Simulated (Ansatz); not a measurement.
Harmonic frequencies (cm⁻¹) at PBE0-D4/def2-TZVP from Ansatz: 70, 99, 138, 155, 166, 239, 241, 453, 483, 510, 552, 564, 670, 680, 729, 830, 921, 931, 955, 975, 1140, 1970, 2224, 2231, 2232, 2704, 3125.

Each molecule was computed in one conformer, which needn't be the lowest.

(1) Which molecule is it?
A. `[SiH3][CH](Cl)[AlH][SH]`
B. `[CH3][AlH][NH][AlH2]`
C. `[SiH3]O[CH2][ZnH]`
D. `O[SiH2][SiH2]S`

## Answers

(1) A.
